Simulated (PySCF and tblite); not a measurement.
The numbers below are computed, except where a source is named.
C₇H₇BrO, numbered as in [CH3:1][O:2]/[CH:3]=[CH:4]\[C:5]#[C:6]/[CH:7]=[CH:8]\[Br:9].

The ensemble was built from 60 distance-geometry starts (ETKDG and KDG, MMFF94s, GFN2-xTB) and rests on GFN2-xTB geometries. Energies: PBE0-D3(BJ)/pcSseg-1, with GFN2-xTB thermal terms (modes under about 100 cm⁻¹ blended into free rotors). Symmetry numbers and mirror images are counted. Conformers within 2.5 kcal/mol (GFN2-xTB free energy) were kept, 2 at most. Couplings: B3LYP/6-31G* with pcJ-1 on H (gas phase; spin-dipole term only for pairs with B, N, F, Si or P). Couplings are for ¹H. H–H couplings come out 0.1 to 0.9 Hz lower than with pcJ-1 on all atoms. (PySCF 2.14, tblite 0.8.)

Torsions listed: C1–O2–C3–C4.

```tsv
conformer	shape	weight %
1	0°	91.6
2	180°	8.4
```

Problem. Give the couplings in each conformer and the averages at 298.15 K (pairs that fast motion interchanges averaged).

Solution. 
| coupling | pairs | 1 | 2 | average (Hz) |
| --- | --- | --- | --- | --- |
| ²J(H1,H1) | 3 | -11.9 | -11.6 | -11.9 |
| ³J(H3,H4) | 1 | 9.4 | 7.8 | 9.3 |
| ³J(H7,H8) | 1 | 9.0 | 8.9 | 9.0 |

Only couplings over up to 3 bonds are listed; longer-range ones, if any, are left out.

Spin–orbit effects of the heavy atoms on shieldings are missing.
